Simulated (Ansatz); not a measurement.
Ge(vinyl)3(NEt2) (C₁₀H₁₉GeN). Charge 0, multiplicity 1. Geometry PBE0-D4/def2-SVP.

| atom | x (Å) | y (Å) | z (Å) |
| --- | --- | --- | --- |
| Ge1 | 0.730 | 0.210 | -0.086 |
| C2 | 1.975 | -1.254 | 0.186 |
| C3 | 2.902 | -1.598 | -0.712 |
| H4 | 1.912 | -1.811 | 1.130 |
| H5 | 2.999 | -1.069 | -1.668 |
| H6 | 3.608 | -2.419 | -0.539 |
| C7 | 0.742 | 0.708 | -1.973 |
| C8 | 1.352 | 1.804 | -2.435 |
| H9 | 0.212 | 0.060 | -2.683 |
| H10 | 1.893 | 2.486 | -1.768 |
| H11 | 1.341 | 2.076 | -3.498 |
| C12 | 1.232 | 1.758 | 0.971 |
| C13 | 2.410 | 1.846 | 1.597 |
| H14 | 0.541 | 2.609 | 1.030 |
| H15 | 3.143 | 1.031 | 1.564 |
| H16 | 2.698 | 2.734 | 2.172 |
| N17 | -0.923 | -0.380 | 0.467 |
| C18 | -1.408 | -1.654 | -0.024 |
| C19 | -1.759 | -2.634 | 1.087 |
| C20 | -1.927 | 0.559 | 0.917 |
| C21 | -2.629 | 1.335 | -0.194 |
| H22 | -0.631 | -2.111 | -0.663 |
| H23 | -2.287 | -1.521 | -0.688 |
| H24 | -0.874 | -2.848 | 1.706 |
| H25 | -2.539 | -2.230 | 1.750 |
| H26 | -2.134 | -3.585 | 0.675 |
| H27 | -2.681 | 0.017 | 1.518 |
| H28 | -1.462 | 1.270 | 1.621 |
| H29 | -1.911 | 1.951 | -0.760 |
| H30 | -3.117 | 0.656 | -0.912 |
| H31 | -3.405 | 2.003 | 0.212 |

Task: Estimate the orbital energies around the gap (eV) in Ansatz with PBE-D4/def2-SVP, PBE-D4/def2-TZVP, r2SCAN-D4/def2-TZVP, PBE0-D4/def2-TZVP, BHLYP-D4/def2-TZVP.

Result: 
```csv
orbital,PBE-D4/def2-SVP,PBE-D4/def2-TZVP,r2SCAN-D4/def2-TZVP,PBE0-D4/def2-TZVP,BHLYP-D4/def2-TZVP
HOMO−9,-8.51,-8.59,-8.93,-10.05,-11.47
HOMO−8,-8.38,-8.46,-8.78,-9.89,-11.28
HOMO−7,-7.90,-7.98,-8.28,-9.37,-10.76
HOMO−6,-7.32,-7.39,-7.65,-8.70,-9.96
HOMO−5,-7.15,-7.22,-7.48,-8.51,-9.73
HOMO−4,-7.10,-7.18,-7.43,-8.45,-9.66
HOMO−3,-6.64,-6.74,-6.95,-7.87,-8.82
HOMO−2,-6.57,-6.66,-6.88,-7.80,-8.75
HOMO−1,-6.49,-6.58,-6.79,-7.71,-8.67
HOMO,-4.42,-4.55,-4.77,-5.82,-7.07
LUMO,-1.20,-1.40,-1.19,-0.39,0.72
LUMO+1,-1.07,-1.23,-1.02,-0.19,0.95
LUMO+2,-0.99,-1.15,-0.95,-0.13,1.00
LUMO+3,0.91,0.38,1.04,1.19,1.81
LUMO+4,1.47,0.91,1.61,1.72,2.33
LUMO+5,1.52,0.99,1.64,1.84,2.50
```
